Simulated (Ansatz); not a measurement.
Computed with Ansatz.

Basis-set series for CH₄FNSi (`N=C[SiH2]F`). Charge 0, multiplicity 1. The geometry is a stationary point of PBE0-D4/def2-TZVP. It is one conformer, not always the lowest.

```tsv
functional	basis	functions	energy (Eh)	HOMO (eV)	LUMO (eV)
PBE0-D4	def2-SVP	80	-484.05082	-7.32	-0.97
PBE0-D4	def2-TZVPP	191	-484.39439	-7.50	-1.21
ωB97M-V	def2-SVP	80	-484.28786	-9.61	1.39
ωB97M-V	def2-TZVPP	191	-484.63903	-9.82	1.05
```

Give the rows for def2-QZVPP. (An estimate is asked.)

The calculation gave: 
| functional | basis | functions | energy (Eh) | HOMO (eV) | LUMO (eV) |
| --- | --- | --- | --- | --- | --- |
| PBE0-D4 | def2-QZVPP | 361 | -484.41556 | -7.54 | -1.28 |
| ωB97M-V | def2-QZVPP | 361 | -484.65877 | -9.85 | 0.95 |

Positive LUMOs are unbound and depend on the basis.
